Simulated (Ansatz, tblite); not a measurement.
Cost and result up the ladder for Co(NH2)3 (CoN₃H₆) (10 atoms). Charge 0, multiplicity 5. Geometry: PBE0-D4/def2-SVP.

```xyz
10

Co    0.0001    0.0000    0.0000
N    -1.3246   -1.2444   -0.0862
H    -2.2032   -1.2032    0.4232
H    -1.3025   -2.0878   -0.6530
N     1.4988   -0.1949   -1.0132
H     1.6706   -0.9529   -1.6683
H     2.2960    0.4358   -1.0105
N    -0.1741    1.4392    1.0994
H    -0.9664    1.6196    1.7100
H     0.5055    2.1885    1.1986
```

Ansatz on 4 threads of Intel Xeon 6975P-C on a shared host; xTB runs through tblite on one thread. Times are rough, summed over both states, and most runs start from the orbitals of an earlier one. PBE0-D4/def2-TZVP serves as the yardstick here, not as an exact answer. The other state is a triplet at its own geometry.

The xTB rows come from tblite. HSE06 is defined as in plane-wave codes, on full-range PBE exchange.

Run but left out: HF/STO-3G, HF/def2-TZVP, MP2/def2-TZVP (quintet: a determinant that CCSD turns far, T1 0.052); CCSD/def2-TZVP, CCSD(T)/def2-TZVP (triplet: ⟨S²⟩ 2.86, where a pure state has 2.00).

xTB has no spin-polarisation term.

| level | functions | wall time |
| --- | --- | --- |
| GFN2-xTB | 27 | 0.005 s |
| GFN1-xTB | 33 | 0.008 s |
| PBE-D4/def2-TZVP | 174 | 3.4 s |
| r2SCAN-D4/def2-TZVP (with forces) | 174 | 7.3 s |
| HSE06-D4/def2-TZVP | 174 | 9.6 s |
| PBE0-D4/def2-TZVP | 174 | 9.9 s |
| B97M-V/def2-TZVP | 174 | 19 s |

Problem. Estimate what each level gives for the triplet − quintet (eV).

Solution. 
| level | triplet − quintet (eV) | difference from PBE0-D4/def2-TZVP (eV) |
| --- | --- | --- |
| GFN2-xTB | -1.32 | -1.29 |
| GFN1-xTB | -1.67 | -1.64 |
| PBE-D4/def2-TZVP | -0.35 | -0.32 |
| r2SCAN-D4/def2-TZVP (with forces) | -0.19 | -0.16 |
| HSE06-D4/def2-TZVP | -0.04 | 0.00 |
| PBE0-D4/def2-TZVP | -0.04 | 0.00 |
| B97M-V/def2-TZVP | -0.35 | -0.31 |
